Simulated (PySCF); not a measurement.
SiOCl₂, SMILES O=[Si](Cl)Cl.

Geometry: PBE-D3(BJ)/def2-SVP.

Calculation: TDDFT-LC-ωPBE/def2-SVPD in PySCF.

Vertical excitations. The molecule is in vacuum. State labels are in the subgroup C2v.

```
state  symmetry  energy (eV)  λ (nm)      f                            main pairs
-----  --------  -----------  ------  -----  ------------------------------------
S1           A2         5.58     222  0.000                      HOMO→LUMO+1 97 %
S2           B2         5.64     220  0.028                        HOMO→LUMO 93 %
S3           B1         6.02     206  0.013                      HOMO−1→LUMO 94 %
S4           A1         6.64     187  0.011  HOMO−1→LUMO+1 73 %, HOMO−3→LUMO 21 %
S5           B2         7.28     170  0.041                      HOMO−2→LUMO 89 %
S6           B1         7.40     168  0.001                    HOMO−3→LUMO+1 97 %
S7           A2         7.43     167  0.000                      HOMO−4→LUMO 88 %
S8           A2         7.51     165  0.000                    HOMO−2→LUMO+1 92 %
S9           A1         7.88     157  0.184  HOMO−3→LUMO 65 %, HOMO−1→LUMO+1 14 %
S10          B2         8.24     150  0.090                    HOMO−4→LUMO+1 88 %
T1           A1         5.12     242      0                    HOMO−1→LUMO+1 91 %
T2           B2         5.15     241      0                        HOMO→LUMO 91 %
T3           A2         5.25     236      0                      HOMO→LUMO+1 95 %
T4           B1         5.34     232      0                      HOMO−1→LUMO 87 %
```
Triplets are in the Tamm–Dancoff approximation, which puts them higher than full response would, so one can lie above its singlet here.
